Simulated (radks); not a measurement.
Results of a calculation; reference values are marked as such.
Q: The mean radii <r> (bohr) of the occupied orbitals of an atom or ion are listed with their occupations. Code: a radial shooting solver on a logarithmic mesh with Libxc functionals. Model: scalar-relativistic Kohn-Sham, LDA (Slater exchange, Perdew-Wang correlation), spin-unpolarised, spherical densities, point nucleus.

| orbital | occ. | <r> |
|---|---|---|
| 1s | 2 | 0.03347 |
| 2s | 2 | 0.1458 |
| 2p | 6 | 0.1270 |
| 3s | 2 | 0.4033 |
| 3p | 6 | 0.4034 |
| 3d | 10 | 0.3841 |
| 4s | 2 | 1.002 |
| 4p | 6 | 1.094 |
| 4d | 4 | 1.370 |

Name the element and its charge.

A: Z = 44, ruthenium, charge +4: Ru4+ in [Kr] 4d4. The 1s radius gives Z: for a bare nucleus <r> = (2 gamma + 1)/(2Z) with gamma = sqrt(1 - (Z/c)^2), 0.03289 bohr for Z = 44, and screening makes it slightly larger (0.03347 here). The occupations add up to 40, and the charge is Z minus that.
